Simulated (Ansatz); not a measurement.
Mn₂Cu₂. Total charge 0; quintet. Geometry r2SCAN-D4/def2-SVP; atoms count from 1.

Cartesian coordinates in Å:
```
Cu -0.567 1.772 -0.506
Cu 0.606 -1.749 0.540
Mn -0.989 -0.582 -0.852
Mn 0.950 0.559 0.818
```

The charge 0 quintet is spin-contaminated (final ⟨S²⟩ up to 9.05, 6.00 for a pure state). At PBE0-D4/def2-TZVP a multiplicity 9 of charge 0 lies 1.67 eV below the quintet, each at its own geometry. The structure comes from a short search, and lower isomers may exist.

Question: Estimate the Mulliken populations from the PBE0/def2-TZVP orbitals of Ansatz.

Answer: 
```json
{"atom": "Cu1", "charge (e)": "-0.18", "spin (α − β)": "0.12", "d electrons": "9.84"}
{"atom": "Cu2", "charge (e)": "-0.18", "spin (α − β)": "0.12", "d electrons": "9.84"}
{"atom": "Mn3", "charge (e)": "0.21", "spin (α − β)": "5.05", "d electrons": "5.20"}
{"atom": "Mn4", "charge (e)": "0.15", "spin (α − β)": "-1.30", "d electrons": "5.38"}
```
Mulliken values depend strongly on the basis.

Question: Where does the spin sit?

Answer: Summed by element: Cu 0.24, Mn 3.76, of 4 unpaired in all. Largest on single atoms: Mn3 5.05, Mn4 -1.30, Cu2 0.12.

Question: And the Mayer bond orders between heavy atoms (over 0.3)?

Answer: Cu1–Mn3 0.60 (2.42 Å); Cu1–Mn4 0.75 (2.35 Å); Cu2–Mn3 0.60 (2.42 Å); Cu2–Mn4 0.75 (2.35 Å); Mn3–Mn4 0.43 (2.80 Å).
